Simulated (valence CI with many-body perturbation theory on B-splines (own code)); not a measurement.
# Gd40+: E2, M1 decay

Computed by relativistic CI+MBPT: six valence electrons over a frozen Dirac-Fock core [Ar], a basis of 7 s, 7 p, 8 d, 6 f, 4 g, 1 h functions for each j, with the one-electron correlation potential Σ1, the two-electron term Σ2, the three-electron term Σ3, Breit, model QED; selected CI, second order for the rest, scaled by the run's own slope (own B-spline code, finite nucleus).

No measured spectrum was set against this ion. As an estimate, large intervals hold to a few tenths of a per cent, small ones and those within an open d or f shell to about a per cent. Core correlation moves these levels by up to 9300 cm⁻¹, and in measured spectra 5 to 20 % of such shifts remained as error; rates that hang on mixing are uncertain with them. Among the levels kept, up to 990 cm⁻¹ of a level comes from second order outside the variational space, and about a tenth of that is noise between levels of different J, which matters for small intervals. Only levels of the ground parity were solved; by the run's estimate the other parity begins above the list, which can be wrong where configurations are misplaced.

Lines 51 to 100 of 120 in falling wavelength, among levels below 1239800 cm⁻¹, chosen from the decays that carry over 1 % of a level's rate. Wavelengths and rates use the calculated energies. Electric multipoles are in the length gauge with retardation, E1 and E2 with the static RPA response of the core. M1 uses the relativistic operator with retardation. S is in atomic units (e²a₀⁴ for E2 and M2, e²a₀⁶ for E3), for M1 in squared Bohr magnetons. Weak lines are less certain than strong ones. Lines between different terms over intervals too small for the method are left out, as are lines whose strength nearly cancels. The highest levels of a list are the least certain.

Levels are named by their leading jj configuration (3d3/2^4 stands for four electrons in 3d with j = 3/2), which in mixed levels can hold well under half, so a name can repeat and another be missing. Letters in brackets count levels of one name in rising energy.

```
λ vac (Å)                      Upper                      Lower  Type   A (s⁻¹)  S (a.u.)
    366.2  (3d3/2^2 3d5/2^4) J=2 [c]  (3d3/2^3 3d5/2^3) J=3 [c]    M1  1.89e+05  1.72e+00
    366.1      (3d3/2^2 3d5/2^4) J=5      (3d3/2^3 3d5/2^3) J=6    M1  2.24e+05  4.48e+00
    365.6      (3d3/2^2 3d5/2^4) J=5      (3d3/2^3 3d5/2^3) J=5    M1  1.11e+05  2.21e+00
    361.1  (3d3/2^2 3d5/2^4) J=2 [a]  (3d3/2^3 3d5/2^3) J=3 [a]    M1  6.06e+05  5.29e+00
    350.2        (3d3/2 3d5/2^5) J=2  (3d3/2^2 3d5/2^4) J=2 [b]    M1  1.74e+05  1.39e+00
    345.5  (3d3/2^3 3d5/2^3) J=1 [b]      (3d3/2^4 3d5/2^2) J=0    M1  1.42e+05  6.53e-01
    344.8        (3d3/2 3d5/2^5) J=1  (3d3/2^2 3d5/2^4) J=0 [a]    M1  2.90e+05  1.32e+00
    341.0        (3d3/2 3d5/2^5) J=4  (3d3/2^2 3d5/2^4) J=3 [b]    M1  1.67e+05  2.20e+00
    341.0  (3d3/2^3 3d5/2^3) J=2 [a]      (3d3/2^4 3d5/2^2) J=2    M1  2.39e+05  1.76e+00
    339.3  (3d3/2^2 3d5/2^4) J=2 [c]  (3d3/2^3 3d5/2^3) J=1 [b]    M1  1.06e+05  7.68e-01
    335.4      (3d3/2^2 3d5/2^4) J=6      (3d3/2^3 3d5/2^3) J=6    M1  1.74e+05  3.17e+00
    335.3  (3d3/2^2 3d5/2^4) J=4 [c]  (3d3/2^3 3d5/2^3) J=3 [c]    M1  1.76e+05  2.21e+00
    335.0      (3d3/2^2 3d5/2^4) J=6      (3d3/2^3 3d5/2^3) J=5    M1  7.27e+04  1.32e+00
    334.7  (3d3/2^2 3d5/2^4) J=4 [a]  (3d3/2^3 3d5/2^3) J=4 [a]    M1  5.63e+05  7.04e+00
    331.9      (3d3/2^3 3d5/2^3) J=5      (3d3/2^4 3d5/2^2) J=4    M1  7.16e+04  1.07e+00
    331.9  (3d3/2^3 3d5/2^3) J=3 [b]      (3d3/2^4 3d5/2^2) J=2    M1  3.43e+04  3.25e-01
    331.6      (3d3/2^2 3d5/2^4) J=1  (3d3/2^3 3d5/2^3) J=2 [a]    M1  7.29e+04  2.96e-01
    331.5      (3d3/2^3 3d5/2^3) J=6      (3d3/2^4 3d5/2^2) J=4    E2  1.50e+00  6.96e-05
    331.2        (3d3/2 3d5/2^5) J=2      (3d3/2^2 3d5/2^4) J=1    M1  2.72e+05  1.83e+00
    330.8        (3d3/2 3d5/2^5) J=3  (3d3/2^2 3d5/2^4) J=4 [b]    M1  1.02e+05  9.61e-01
    329.6  (3d3/2^2 3d5/2^4) J=2 [c]  (3d3/2^3 3d5/2^3) J=2 [b]    M1  2.23e+05  1.48e+00
    327.6  (3d3/2^2 3d5/2^4) J=4 [b]  (3d3/2^3 3d5/2^3) J=3 [b]    M1  6.63e+04  7.77e-01
    322.6  (3d3/2^2 3d5/2^4) J=2 [b]  (3d3/2^3 3d5/2^3) J=3 [b]    M1  1.10e+05  6.83e-01
    320.5        (3d3/2 3d5/2^5) J=1  (3d3/2^2 3d5/2^4) J=2 [a]    M1  1.19e+06  4.36e+00
    320.5  (3d3/2^2 3d5/2^4) J=2 [d]  (3d3/2^2 3d5/2^4) J=3 [a]    M1  8.62e+03  5.26e-02
    314.5  (3d3/2^2 3d5/2^4) J=2 [b]  (3d3/2^3 3d5/2^3) J=2 [a]    M1  1.93e+05  1.11e+00
    313.3  (3d3/2^2 3d5/2^4) J=4 [a]  (3d3/2^3 3d5/2^3) J=3 [a]    M1  1.12e+04  1.15e-01
    308.2  (3d3/2^2 3d5/2^4) J=4 [c]  (3d3/2^3 3d5/2^3) J=4 [b]    M1  1.40e+05  1.37e+00
    308.1  (3d3/2^2 3d5/2^4) J=3 [a]  (3d3/2^3 3d5/2^3) J=4 [a]    M1  2.32e+05  1.76e+00
    307.6      (3d3/2^2 3d5/2^4) J=5  (3d3/2^3 3d5/2^3) J=4 [a]    M1  1.95e+04  2.32e-01
    300.0        (3d3/2 3d5/2^5) J=4      (3d3/2^2 3d5/2^4) J=5    M1  3.50e+05  3.15e+00
    299.5        (3d3/2 3d5/2^5) J=4  (3d3/2^2 3d5/2^4) J=3 [a]    M1  1.59e+04  1.42e-01
    298.3  (3d3/2^2 3d5/2^4) J=0 [b]      (3d3/2^2 3d5/2^4) J=1    M1  9.57e+04  9.41e-02
    291.8        (3d3/2 3d5/2^5) J=3  (3d3/2^2 3d5/2^4) J=3 [b]    M1  1.42e+05  9.16e-01
    289.9  (3d3/2^2 3d5/2^4) J=3 [a]  (3d3/2^3 3d5/2^3) J=3 [a]    M1  2.91e+05  1.84e+00
    285.7  (3d3/2^3 3d5/2^3) J=3 [b]      (3d3/2^4 3d5/2^2) J=4    M1  1.49e+05  9.02e-01
    282.5  (3d3/2^2 3d5/2^4) J=4 [b]      (3d3/2^3 3d5/2^3) J=5    M1  2.46e+05  1.85e+00
    278.0        (3d3/2 3d5/2^5) J=4  (3d3/2^2 3d5/2^4) J=4 [a]    M1  5.71e+05  4.10e+00
    273.9  (3d3/2^2 3d5/2^4) J=3 [b]  (3d3/2^3 3d5/2^3) J=4 [a]    M1  6.04e+04  3.22e-01
    269.4        (3d3/2 3d5/2^5) J=2  (3d3/2^2 3d5/2^4) J=3 [a]    M1  4.03e+05  1.46e+00
    267.9      (3d3/2^3 3d5/2^3) J=0      (3d3/2^4 3d5/2^2) J=2    E2  5.34e+02  6.58e-04
    262.6  (3d3/2^3 3d5/2^3) J=2 [b]      (3d3/2^4 3d5/2^2) J=2    M1  4.46e+04  1.50e-01
    261.2  (3d3/2^2 3d5/2^4) J=2 [c]  (3d3/2^3 3d5/2^3) J=3 [b]    M1  3.35e+04  1.11e-01
    261.0        (3d3/2 3d5/2^5) J=3  (3d3/2^2 3d5/2^4) J=3 [a]    M1  3.61e+05  1.67e+00
    260.7      (3d3/2^2 3d5/2^4) J=1  (3d3/2^3 3d5/2^3) J=1 [a]    M1  2.02e+05  3.98e-01
    257.2        (3d3/2 3d5/2^5) J=1  (3d3/2^3 3d5/2^3) J=2 [b]    M1  1.14e+05  2.15e-01
    256.8  (3d3/2^3 3d5/2^3) J=1 [b]      (3d3/2^4 3d5/2^2) J=2    M1  3.07e+04  5.79e-02
    255.8  (3d3/2^2 3d5/2^4) J=2 [c]  (3d3/2^3 3d5/2^3) J=2 [a]    M1  4.22e+04  1.31e-01
    252.3        (3d3/2 3d5/2^5) J=1      (3d3/2^3 3d5/2^3) J=0    M1  1.82e+04  3.25e-02
    244.5        (3d3/2 3d5/2^5) J=3  (3d3/2^2 3d5/2^4) J=4 [a]    M1  9.41e+04  3.57e-01
```
